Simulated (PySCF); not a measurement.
# Excitation energy of Ge by level of theory

Ge [Ar] 3d10 4s2 4p2 (3P) → Ge [Ar] 3d10 4s1 4p2 4d1 (high-spin determinant), as a difference of total energies. All numbers are calculated (PySCF 2.14, the spin-free X2C one-electron Hamiltonian (Gaussian nucleus), in x2c-QZVPPall with one added diffuse shell each of s, p, d, f type (12s9p6d5f1g, 113 functions)). Correlated levels: valence: [Ar] 3d10 frozen; valence and next inner shell: [Ne] frozen. The calculations carry no spin-orbit coupling.

```json
{"method": "UHF", "excitation energy (eV)": "11.141"}
{"method": "LDA", "excitation energy (eV)": "13.195"}
{"method": "PBE", "excitation energy (eV)": "12.851"}
{"method": "PBE0", "excitation energy (eV)": "12.652"}
{"method": "r2SCAN", "excitation energy (eV)": "12.648"}
{"method": "BHandHLYP", "excitation energy (eV)": "12.946"}
{"method": "M06-2X", "excitation energy (eV)": "12.798"}
{"method": "MN15", "excitation energy (eV)": "13.266"}
{"method": "MP2 (valence)", "excitation energy (eV)": "12.154"}
{"method": "SCS-MP2 (valence)", "excitation energy (eV)": "12.528"}
{"method": "MP2 (valence and next inner shell)", "excitation energy (eV)": "12.806"}
{"method": "SCS-MP2 (valence and next inner shell)", "excitation energy (eV)": "13.051"}
```

Task: How much does correlation contribute at MP2 (valence and next inner shell)?

Result: 12.806 − (11.141) = 1.665 eV, measured against UHF.

A first-order spin-orbit estimate (lowest level to lowest level, LS coupling) adds 0.009 eV.

The upper state lies above the first ionisation limit, but in LS coupling its spin forbids autoionisation to the ground ion.

The promoted electron is Rydberg-like, and one or two diffuse shells describe it only roughly, which tends to raise the upper state.

In the upper state the promoted electron has a positive orbital energy at MN15, so the basis confines it.

The determinant of the upper state mixes LS terms, which raises its energy above the lowest term, most at the Hartree-Fock and MP2 levels.
